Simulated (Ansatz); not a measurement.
Mulliken charges of CH$_{3}$InO$_{4}$ (`O=[C](O)[In]([OH])[OH]`) from ωB97M-V/def2-TZVPP in Ansatz (PBE0-D4/def2-TZVP geometry).

| atom | x (Å) | y (Å) | z (Å) | charge (e) |
| --- | --- | --- | --- | --- |
| O1 | 1.095 | -2.021 | 0.770 | -0.276 |
| C2 | 1.124 | -0.895 | 0.371 | 0.096 |
| O3 | 2.259 | -0.241 | 0.077 | -0.236 |
| In4 | -0.633 | 0.345 | 0.014 | 0.911 |
| O5 | -1.806 | 0.312 | -1.582 | -0.508 |
| O6 | -1.351 | 1.619 | 1.336 | -0.512 |
| H7 | 3.003 | -0.844 | 0.261 | 0.184 |
| H8 | -1.532 | -0.307 | -2.262 | 0.164 |
| H9 | -2.158 | 2.032 | 1.016 | 0.177 |

Problem. By hand: the dipole of these point charges (1 e Å = 4.8032 D).

Solution. Σ q r = (0.224, 0.010, -0.206) e Å, of length 0.304 e Å = 1.46 D.

Problem. How does the dipole of the full density compare? (An estimate is asked.)

Solution. Computed: (0.372, -0.075, -0.319) e Å, 2.38 D; the point charges give 0.61 times that, at 11° from its direction.

Point charges leave out the atoms' own dipoles, such as those of lone pairs, and Mulliken's split depends on the basis, so the two needn't agree.
